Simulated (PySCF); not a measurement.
A structure optimised at PBE0-D3(BJ)/def2-SVP, used in a PySCF frequency run:

```xyz
8

N      0.3768     1.1413     1.4234
Si     0.1717    -0.0900     0.2690
O      1.6075    -0.6814    -0.2535
F     -0.7178    -1.2174     1.0040
Cl    -0.8350     0.4254    -1.4375
H      0.8860     1.9848     1.1853
H     -0.3768     1.3358     2.0735
H      2.2447    -0.8742     0.4420
```

**Question.** Write its SMILES and formula.

**Answer.** N[Si@@](O)(F)Cl, ClFH3NOSi

**Question.** What are its rotational constants (standard atomic weights)?

**Answer.** 3.8617, 2.3701, 2.3189 GHz
